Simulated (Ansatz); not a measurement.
`O[SiH2]OC[SiH3]` + `[SiH3]/C=C\[SiH2]Cl` → `O[SiH2]/C=C/[SiH3]` + `[SiH3]CO[SiH2]Cl`  (redistribution)

Computed with Ansatz on PBE0-D4/def2-TZVP structures; ΔE is electronic, products minus reactants. CCSD(T)/CBS is the MP2 limit (def2-TZVPP, def2-QZVPP) plus CCSD(T) − MP2 in def2-TZVPP, frozen cores. Double bonds are as drawn, so ΔE can hold a change between cis and trans. DFT in def2-TZVPP. B3LYP here is the variant with VWN-RPA as its local correlation; programs differ in this. One conformer a species, not always the lowest.

Q: Is it downhill or uphill in electronic energy at CCSD(T)/CBS, and by how much? (Best estimate.)

A: Ansatz gave: Downhill: ΔE = -8.5 kJ/mol.

Q: What do these levels give: PBE-D4, PBE0-D4, B3LYP-D4, ωB97X-V, ωB97M-V, PBE0, B3LYP, CCSD/def2-TZVPP, CCSD(T)/def2-TZVPP, SCS-MP2/def2-QZVPP, HF/CBS(def2), CCSD/CBS(def2)? (Estimate.)

A: Computed: PBE-D4 -6.5, PBE0-D4 -7.2, B3LYP-D4 -7.3, ωB97X-V -9.2, ωB97M-V -8.6, PBE0 -10.3, B3LYP -13.0, CCSD/def2-TZVPP -10.5, CCSD(T)/def2-TZVPP -9.5, SCS-MP2/def2-QZVPP -10.0, HF/CBS(def2) -16.5, CCSD/CBS(def2) -9.5 kJ/mol.

Largest T1 diagnostic among the species: 0.012.

The D4 term adds +5.7 kJ/mol with B3LYP and +3.1 kJ/mol with PBE0; it sums over pairs of atoms, weighted by their polarisabilities, and B3LYP, whose exchange is more repulsive, gets the larger term. In def2-TZVPP, CCSD(T) changes the Hartree–Fock value by +7.1 kJ/mol (the triples alone add +1.0 kJ/mol) and MP2 by +6.8 kJ/mol.
